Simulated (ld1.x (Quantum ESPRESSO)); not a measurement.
## What one change does to a pseudopotential (Nb (Z = 41), TM)

| Item | Value |
| --- | --- |
| Element | niobium (Nb) |
| Generator | ld1.x (Quantum ESPRESSO) 7.5 |
| Type | norm-conserving Troullier–Martins (Kleinman–Bylander form) |
| Functional | PBE |
| Relativity | scalar-relativistic |
| Frozen core | [Ar] 3d10 |
| Valence charge | 13 |
| Reference configuration | 4s2 4p6 4d4 5s0 5p0 (charge +1) |
| Partial waves | 4p (bound): rc 1.40 bohr; 4d (bound): rc 2.60 bohr; 4s (bound): rc 1.15 bohr |
| Local potential | the s channel |
| Core correction | Bessel-smoothed model core inside 0.75 bohr |

Change: reference 4s2 4p6 4d3 5s2 5p0 (5s counted twice).

Cutoffs: the cutoffs (Ry, on a coarse ladder) from which the occupation-weighted sum of valence levels, in a spherical-Bessel basis at the reference potential, stays within 10 and 1 mRy of its value at 400 Ry; they do not see the model core or the augmentation charge, which bear on the density cutoff. Errors are all-electron minus pseudo energies relative to the spin-unpolarised reference configuration.

Question: What does the change do?

Answer: The potential gets neither clearly harder nor softer (90 Ry and 160 Ry → 90 Ry and 160 Ry); the s channel sets the loose cutoff, while the largest relative change is in d, which becomes harder; neither file shows a bound ghost. In the changed file ld1.x takes every shell without a wave as core, so the model core holds the 5s electrons as well and exchange and correlation see them twice. This cancels in the reference configuration, but the file is broken for other ones, and its errors say nothing about a proper core correction.

| quantity | base | changed |
| --- | --- | --- |
| cutoff, loose | 90 Ry | 90 Ry |
| cutoff, tight | 160 Ry | 160 Ry |
| loose cutoff by channel (10 mRy a level) | p 40 Ry, d 21 Ry, s 80 Ry | p 40 Ry, d 25 Ry, s 80 Ry |
| bound ghosts | none | none |
| largest miss of a reference level, eV | 0.00 | 0.05 |
| largest error over its own tests, meV | +81 | -726 |
| s: phases at 2.84 bohr within 0.05 rad from the reference energy up to (Ry; the scan ends near 5) | 4.0 | 4.4 |
| p: phases at 2.84 bohr within 0.05 rad from the reference energy up to (Ry; the scan ends near 5) | -0.1 | 0.2 |
| d: phases at 2.84 bohr within 0.05 rad from the reference energy up to (Ry; the scan ends near 5) | 1.5 | 1.8 |
